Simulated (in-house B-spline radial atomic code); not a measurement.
Configurations of the gold ion Au⁸⁺, with energies counted from [Xe] 4f14 (5d3/2)3. Method: Dirac-Hartree-Fock, average of each configuration as written, Fermi nucleus of rms radius 5.4371 fm. Calculated with a B-spline radial code for spherical atoms. Energies include first-order Breit, QED and recoil terms.

Occupations are held fixed; configurations that lie above the ionisation limit could autoionise.

```
                                                  configuration  E - E(ref) (eV)  highest orbital  its <r> (bohr)
                                    [Xe] 4f14 (5d3/2)2 (5d5/2)1           2.8235            5d5/2           1.249
                                             [Xe] 4f14 (5d5/2)3           7.4156            5d5/2           1.247
                                [Xe] 4f14 (5d3/2)1 (5d5/2)1 7s1             73.8            7s1/2           3.175
                                    [Xe] 4f14 (5d3/2)2 (6g9/2)1           98.611            6g9/2           4.709
[Kr] 4d10 4f14 5s2 (5p1/2)2 (5p3/2)3 (5d3/2)1 (5d5/2)2 (5f7/2)1           120.35            5f7/2            1.83
                       [Xe] (4f5/2)6 (4f7/2)7 (5d3/2)3 (5g7/2)1           178.19            5g7/2           2.899
                   [Kr] (4d3/2)3 (4d5/2)6 4f14 5s2 5p6 (5d3/2)4           365.55            5d3/2           1.197
```

Order these further configurations by energy, lowest first.
A. [Xe] (4f5/2)6 (4f7/2)7 (5d3/2)1 (5d5/2)2 (8g9/2)1
B. [Xe] (4f5/2)5 (4f7/2)8 (5d3/2)2 (5d5/2)1 (9p1/2)1
C. [Kr] (4d3/2)4 (4d5/2)5 4f14 5s2 5p6 (5d3/2)3 (8f5/2)1
D. [Kr] 4d10 4f14 5s2 (5p1/2)1 (5p3/2)4 (5d5/2)3 (8g7/2)1
E. [Xe] 4f14 (5d5/2)2 (5g9/2)1

E (90.111 eV), D (194.51 eV), B (204.83 eV), A (211.74 eV), C (456.03 eV).

How far above the reference does [Xe] 4f14 (5d5/2)2 (5f5/2)1 lie?

62.975 eV; its least bound orbital is 5f5/2 with <r> = 1.857 bohr.

How far above the reference does [Xe] (4f5/2)5 (4f7/2)8 (5d5/2)3 (6g7/2)1 lie?

203.93 eV; its least bound orbital is 6g7/2 with <r> = 4.685 bohr.
